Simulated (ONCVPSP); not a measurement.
# Ca: ONCV pseudisation with PBE, scalar-relativistic reference atom.

Input for ONCVPSP 4.0.1:

```
# ATOM AND REFERENCE CONFIGURATION
# atsym  z   nc   nv     iexc    psfile
  Ca 20.00    3    3        4      upf
#
#   n    l    f
    1    0    2.00
    2    0    2.00
    2    1    6.00
    3    0    2.00
    3    1    6.00
    4    0    1.00
#
# PSEUDOPOTENTIAL AND OPTIMIZATION
# lmax
    2
#
#   l,   rc,      ep,       ncon, nbas, qcut
    0    1.70    0.00    5    9    8.60
    1    1.10    0.00    4    9    6.50
    2    1.75    0.29    5    9    6.00
#
# LOCAL POTENTIAL
# lloc, lpopt,  rc(5),   dvloc0
    4    5    1.05    3.00
#
# VANDERBILT-KLEINMAN-BYLANDER PROJECTORs
# l, nproj, debl
    0    2    0.40
    1    1    0.40
    2    2    1.30
#
# MODEL CORE CHARGE
# icmod, fcfact, rcfact
    0    0.00    0.00
#
# LOG DERIVATIVE ANALYSIS
# epsh1, epsh2, depsh
   -3.00    5.00    0.02
#
# OUTPUT GRID
# rlmax, drl
    6.00    0.01
#
# TEST CONFIGURATIONS
# ncnf
    4
# nvcnf
#   n    l    f
    3
    3    0    2.00
    3    1    6.00
    4    0    2.00
#
    3
    3    0    2.00
    3    1    6.00
    4    0    0.00
#
    3
    3    0    2.00
    3    1    6.00
    4    0    1.50
#
    4
    3    0    2.00
    3    1    6.00
    4    0    0.00
    4    1    1.00
#
```

Command:

```bash
oncvpsp.x < Ca.dat > Ca.out
```

Resulting log (shortened: citation, most of the input echo, consistency checks and plot data are left out):

```
ONCVPSP  (Optimized Norm-Conservinng Vanderbilt PSeudopotential)
scalar-relativistic version 4.0.1

#   n    l    f        energy (Ha)
    1    0    2.00    -1.4539686E+02
    2    0    2.00    -1.5485315E+01
    2    1    6.00    -1.2558989E+01
    3    0    2.00    -1.9842118E+00
    3    1    6.00    -1.2818804E+00
    4    0    1.00    -3.2947790E-01

Reference configufation results
  iterations    26
  all-electron total energy (Ha)   -6.80093280D+02

Begin loop to  construct optimized pseudo wave functions
and semi-local pseudopoentials for all angular momenta

Calculating optimized projector #   1

 for l=   0

    Fraction of norm inside rc  0.893377
    Optimizing pswf for qcut=   8.60 a_B^-1,  ecut=  37.00 Ha
    Residual kinetic energy error=  4.13D-07 Ha

    Energy error per electron        Cutoff
         Ha          eV             Ha
         0.01000     0.27211       17.87
         0.00100     0.02721       23.85
         0.00010     0.00272       28.52
         0.00001     0.00027       32.44

Calculating optimized projector #   2

 for l=   0

    Fraction of norm inside rc  0.047134
    Optimizing pswf for qcut=   8.60 a_B^-1,  ecut=  37.00 Ha
    Residual kinetic energy error=  1.31D-07 Ha

    Energy error per electron        Cutoff
         Ha          eV             Ha
         0.01000     0.27211       11.94
         0.00100     0.02721       19.73
         0.00010     0.00272       25.59
         0.00001     0.00027       30.28

Calculating optimized projector #   1

 for l=   1

    Fraction of norm inside rc  0.416809
    Optimizing pswf for qcut=   6.49 a_B^-1,  ecut=  21.03 Ha
    Residual kinetic energy error=  1.06D-03 Ha

    Energy error per electron        Cutoff
         Ha          eV             Ha
         0.01000     0.27211       10.29
         0.00100     0.02721       21.80
         0.00010     0.00272      160.82
         0.00001     0.00027      223.63

WARNING wellstate: localized bound state found for n= 3 l= 2
WARNING this state with energy -0.30640623
WARNING will be used for the first projector

   Wellstate for l =  2  n =  5
     eigenvalue =   0.9936
     asymptotic potential =   1.4936
     half-point radius =  4.8070

Calculating optimized projector #   1

 for l=   2

    Fraction of norm inside rc  0.509877
    Optimizing pswf for qcut=   6.01 a_B^-1,  ecut=  18.04 Ha
    Residual kinetic energy error=  8.30D-03 Ha

    Energy error per electron        Cutoff
         Ha          eV             Ha
         0.01000     0.27211       17.56
         0.00100     0.02721       73.87
         0.00010     0.00272       94.94
         0.00001     0.00027      104.86

Calculating optimized projector #   2

 for l=   2

    Fraction of norm inside rc  0.097562
    Optimizing pswf for qcut=   6.01 a_B^-1,  ecut=  18.04 Ha
    Residual kinetic energy error=  1.17D-02 Ha

    Energy error per electron        Cutoff
         Ha          eV             Ha
         0.01000     0.27211       18.42
         0.00100     0.02721       33.15
         0.00010     0.00272       67.79
         0.00001     0.00027      105.11

Construct Vanderbilt / Kleinmman-Bylander projectors

B matrix Hermiticity error, ll=   0
   1   2    9.2634E-05

  Orthonormal projector coefficients  9.5486E+00  8.2240E-01

B matrix Hermiticity error, ll=   2
   1   2   -5.5375E-05

  Orthonormal projector coefficients -6.7864E+00 -2.4429E+00

Pseudoatom total energy  -36.468791

Diagnostic tests using Vanderbilt-Kleinman-Bylander pseudopotentials
  1 or more projectors used as specified by nproj input data

   l    rcore       rmatch      e in        delta e   norm test  slope test

   0   1.7091577   1.7610514  -1.9842118  -0.0000004   1.0000840   1.0000847
   0   1.7091577   1.7610514  -0.3294779   0.0000026   1.0000315   1.0000268

   1   1.1044080   1.1379402  -1.2818804  -0.0000108   1.0000018   1.0000641

   2   1.7505481   1.8036985  -0.3064062   0.0000013   1.0000335   1.0000303
   2   1.7505481   1.8036985   0.9935938   0.0000039   1.0001422   1.0001422

 Testing for bound ghosts
   n   l    E NL Schr. Eq   E Basis Diag.   E Cutoff

   1   0       -1.984212       -1.984206    119.74
   2   0       -0.329475       -0.245906    119.74

   2   1       -1.281891       -1.270880    246.97

   3   2       -0.306405       -0.296726    144.41

 Testing for highly-localized positive-energy ghosts
       l    <radius>/rc     E Basis Diag.   E Cutoff

Test configuration 0

   n   l     f        eae           eps        diff
   1   0  2.0000 -145.39686498
   2   0  2.0000  -15.48531520
   2   1  6.0000  -12.55898915
   3   0  2.0000   -1.98421177   -1.98421213   -3.54D-07
   3   1  6.0000   -1.28188040   -1.28189120   -1.08D-05
   4   0  1.0000   -0.32947790   -0.32947534    2.56D-06

    Total energies and differences
      AE_ref= -6.80093280D+02  AE_tst= -6.80093280D+02  dif=  0.00D+00
      PS_ref= -3.64687912D+01  PS_tst= -3.64687912D+01  dif=  2.13D-14
      PSP excitation error= -2.13D-14

Test configuration 1

   n   l     f        eae           eps        diff
   1   0  2.0000 -145.13811875
   2   0  2.0000  -15.22784431
   2   1  6.0000  -12.30141192
   3   0  2.0000   -1.73059058   -1.73058705    3.52D-06
   3   1  6.0000   -1.02927816   -1.02931592   -3.78D-05
   4   0  2.0000   -0.13841232   -0.13841048    1.84D-06

    Total energies and differences
      AE_ref= -6.80093280D+02  AE_tst= -6.80325146D+02  dif= -2.32D-01
      PS_ref= -3.64687912D+01  PS_tst= -3.67006635D+01  dif= -2.32D-01
      PSP excitation error=  6.82D-06

Test configuration 2

   n   l     f        eae           eps        diff
   1   0  2.0000 -145.70978685
   2   0  2.0000  -15.79588576
   2   1  6.0000  -12.86974301
   3   0  2.0000   -2.28713139   -2.28713779   -6.40D-06
   3   1  6.0000   -1.58241450   -1.58237522    3.93D-05

    Total energies and differences
      AE_ref= -6.80093280D+02  AE_tst= -6.79658898D+02  dif=  4.34D-01
      PS_ref= -3.64687912D+01  PS_tst= -3.60343948D+01  dif=  4.34D-01
      PSP excitation error= -1.39D-05

Test configuration 3

   n   l     f        eae           eps        diff
   1   0  2.0000 -145.26014070
   2   0  2.0000  -15.34936908
   2   1  6.0000  -12.42297836
   3   0  2.0000   -1.85062663   -1.85062468    1.95D-06
   3   1  6.0000   -1.14892667   -1.14895386   -2.72D-05
   4   0  1.5000   -0.23084974   -0.23084737    2.37D-06

    Total energies and differences
      AE_ref= -6.80093280D+02  AE_tst= -6.80233136D+02  dif= -1.40D-01
      PS_ref= -3.64687912D+01  PS_tst= -3.66086514D+01  dif= -1.40D-01
      PSP excitation error=  4.20D-06

Test configuration 4

   n   l     f        eae           eps        diff
   1   0  2.0000 -145.44395968
   2   0  2.0000  -15.53257279
   2   1  6.0000  -12.60612396
   3   0  2.0000   -2.03025857   -2.02975494    5.04D-04
   3   1  6.0000   -1.32701480   -1.32652941    4.85D-04
   4   1  1.0000   -0.24007638   -0.24024491   -1.69D-04

    Total energies and differences
      AE_ref= -6.80093280D+02  AE_tst= -6.79981266D+02  dif=  1.12D-01
      PS_ref= -3.64687912D+01  PS_tst= -3.63571247D+01  dif=  1.12D-01
      PSP excitation error=  3.48D-04
```

The run took about 2.8 s on one core of a shared server CPU.
